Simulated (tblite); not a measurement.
Species: C6H7ClO2 (charge +1 and doublet state).
Z-matrix (Å and degrees, GFN2-xTB geometry), rows numbered from 1:
```
O 
C   1  1.1910
O   2  1.3231  1  125.56
C   3  1.4177  2  115.78  1     3.04
C   4  1.4866  3  116.50  2  -136.25
C   5  1.3634  4   94.16  3  -125.95
C   6  1.5200  5   93.53  4     5.39
C   7  1.5166  4  114.89  3    15.35
Cl  8  1.8028  7  104.35  4    75.19
H   2  1.1040  1  124.94  3  -179.74
H   4  1.1083  3  106.77  2    -6.02
H   5  1.0753  4  131.39  3    50.15
H   6  1.0749  5  134.21  4  -169.11
H   7  1.0901  4  114.82  3  -118.21
H   8  1.0895  7  113.70  4   -43.18
H   8  1.0904  7  111.75  4  -169.10
```

Method: GFN2-xTB as coded in tblite; computed harmonic values from a numerical Hessian at the method's own geometry, unscaled. Errors from tens to a few hundred cm⁻¹ against measured bands are possible. One conformer, not necessarily the lowest. Open shells enter through the occupations alone, without spin polarisation, and single modes of such species can be off by tens of per cent.

Harmonic wavenumbers (cm⁻¹): 41.9, 50.7, 127.1, 171.4, 205.9, 214.7, 304.0, 403.3, 445.6, 547.4, 665.8, 730.2, 760.4, 787.7, 836.6, 875.9, 914.3, 921.4, 942.2, 990.4, 1004.9, 1048.1, 1064.3, 1076.3, 1111.2, 1130.2, 1168.6, 1197.0, 1222.0, 1233.2, 1246.8, 1249.4, 1390.3, 1472.7, 1756.5, 2762.9, 2816.6, 2982.5, 2989.1, 2999.6, 3119.3, 3135.9.

A = 2848, B = 895.0, C = 816.6 MHz; mass 146.013 u (most abundant isotopes); point group C1, symmetry number 1; spin multiplicity 2.

What is the zero-point energy?

½Σν̃ = 25057 cm⁻¹ = 299.75 kJ/mol.

Entropy at 298.15 K, 1 bar (ideal gas, RRHO, classical rotation)?

Translation 171.01, rotation 123.12, vibration 107.67, spin (R ln 2) 5.76: S = 407.6 J/(mol K).

And Cp and H(298.15 K) − H(0)?

Cp = 143.07 J/(mol K), of which vibrations give 109.81 (their classical limit is 42 R = 349.2); H(298.15 K) − H(0) = 26.29 kJ/mol without the zero-point energy, 16.38 from vibrations.

Which modes carry the vibrational entropy at 298.15 K?

41.9 cm⁻¹: 21.62; 50.7 cm⁻¹: 20.04; 127.1 cm⁻¹: 12.51; 171.4 cm⁻¹: 10.13; 205.9 cm⁻¹: 8.70; 214.7 cm⁻¹: 8.38 J/(mol K); the other 36 give 26.29 together.

Blend soft modes into free rotors: weight 1/[1 + (100 cm⁻¹/ν̃)⁴] for the oscillator and the rest for a rotor with moment μB/(μ + B), μ = h/(8π²ν), B = 10⁻⁴⁴ kg m². What vibrational entropy results?

96.44 J/(mol K) in place of 107.67, which changes −T·S at 298.15 K by +3.35 kJ/mol.

What must be added to the electronic energy to get the Gibbs energy at 298.15 K and 1 bar?

ZPE + [H(298.15 K) − H(0)] − T·S = 299.75 + 26.29 − 121.51 = 204.53 kJ/mol.

How do the functions run with temperature in this model?

```csv
T (K),S (J/(mol K)),Cp (J/(mol K)),H − H(0) (kJ/mol),G − H(0) (kJ/mol),ln q(vib)
150,331.1,88.4,9.34,-40.32,3.01
250,384.1,123.7,19.87,-76.16,5.28
400,455.2,182.2,42.90,-139.18,8.60
600,540.8,239.4,85.50,-238.97,13.04
900,648.3,289.4,165.56,-417.91,19.36
```

q(vib) and H(0) count from the zero-point level.

Hindered rotation and anharmonicity are outside this model. Other conformers, if any are populated, would add a mixing term that is left out. The structure is chiral; the term R ln 2 for an equal mix with its mirror image is left out.
